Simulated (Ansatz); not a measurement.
## Telling isomers of CH4Sn apart by their spectra

These gas-phase data were calculated for one isomer of CH4Sn at B3LYP-D3(BJ)/def2-SVP (harmonic, unscaled wavenumbers; equilibrium rotational constants with average atomic masses):

* rotational constants: 85.83, 9.026, 8.167 GHz
* all wavenumbers above 1500 cm⁻¹: 3277, 3153, 1941, 1930

Candidates:

(1) `[CH3][SnH]`, a singlet
(2) `[CH2]=[SnH2]`, a singlet

Assign the data to one candidate and say why.

Candidate (2). 2 modes lie between 1650 and 2000 cm⁻¹, one for each Sn–H bond, while (1) has 1.

The same quantities for all candidates:

```tsv
	rotational constants (GHz)	wavenumbers above 1500 cm⁻¹	E above the lowest, B3LYP-D3(BJ)/def2-SVP (kcal/mol)
(1)	78.32, 6.951, 6.651	3142, 3104, 3018, 1666	0.0
(2)	85.83, 9.026, 8.167	3277, 3153, 1941, 1930	40.2
```

Each candidate is one conformer. Atoms past krypton carry core potentials. Programs: Ansatz 0.2.0.
